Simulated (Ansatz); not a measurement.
`C#[C][Al]([CH3])[NH]C` → `C#[C][AlH][CH3]` + `C=N`  (β-hydride elimination)

Gas-phase electronic energies from Ansatz, PBE0-D4/def2-TZVP geometries. CCSD(T)/CBS is the MP2 limit (def2-TZVPP, def2-QZVPP) plus CCSD(T) − MP2 in def2-TZVPP, frozen cores. This one scheme is used for every species. Functionals use def2-TZVPP. Each species was taken in one conformer, which may not be the lowest.

```
  level  ΔE (kcal/mol)
ωB97X-V           54.2
ωB97M-V           53.6
```

Problem. What does CCSD(T)/CBS give? (Estimate.)

Solution. Ansatz gave: +53.3 kcal/mol. The listed levels differ from it by 0.9, 0.3 kcal/mol.

Largest T1 diagnostic among the species: 0.012.

From PBE to PBE0 (25 % exact exchange), in def2-TZVPP and without D4, ΔE moves by +2.9 kcal/mol. In def2-TZVPP, CCSD(T) changes the Hartree–Fock value by +5.7 kcal/mol (the triples alone add +0.0 kcal/mol) and MP2 by +9.1 kcal/mol.
